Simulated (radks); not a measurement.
The numbers below are computed, except where a source is named.
Species: the aluminium ion Al4+. Configuration: [He] 2s2 2p5 (the NIST ground configuration). Level of theory: scalar-relativistic Kohn-Sham, PBEsol, spin-unpolarised, spherical densities, point nucleus (a radial shooting solver on a logarithmic mesh with Libxc functionals).

Normalised radial functions P(r) = r R(r), r in bohr:

| r | 1s | 2s | 2p |
|---|---|---|---|
| 0.005747 | 0.4896 | 0.1318 | 0.0024 |
| 0.007726 | 0.6406 | 0.1724 | 0.0042 |
| 0.01047 | 0.8366 | 0.2250 | 0.0076 |
| 0.01408 | 1.0720 | 0.2877 | 0.0134 |
| 0.01908 | 1.3598 | 0.3637 | 0.0237 |
| 0.02565 | 1.6769 | 0.4458 | 0.0410 |
| 0.03477 | 2.0178 | 0.5299 | 0.0709 |
| 0.04674 | 2.3227 | 0.5959 | 0.1187 |
| 0.06335 | 2.5421 | 0.6205 | 0.1964 |
| 0.08517 | 2.5867 | 0.5668 | 0.3108 |
| 0.1154 | 2.3907 | 0.3913 | 0.4770 |
| 0.1552 | 1.9537 | 0.0777 | 0.6862 |
| 0.2103 | 1.3386 | -0.3738 | 0.9292 |
| 0.2828 | 0.7436 | -0.8542 | 1.1460 |
| 0.3832 | 0.3013 | -1.2323 | 1.2718 |
| 0.5152 | 0.0849 | -1.3341 | 1.2297 |
| 0.6983 | 0.0136 | -1.1170 | 1.0002 |
| 0.9388 | 0.0012 | -0.7123 | 0.6622 |
| 1.272 | 0.0000 | -0.3180 | 0.3274 |
| 1.711 | 0.0000 | -0.0948 | 0.1151 |

1s: eigenvalue -1587.2 eV, 0 radial nodes, <r> = 0.120 bohr, 90 % of the charge inside 0.215 bohr. 2s: eigenvalue -175.91 eV, 1 radial node at r = 0.164 bohr, <r> = 0.604 bohr, 90 % of the charge inside 0.948 bohr. 2p: eigenvalue -138.47 eV, 0 radial nodes, <r> = 0.566 bohr, 90 % of the charge inside 0.945 bohr.
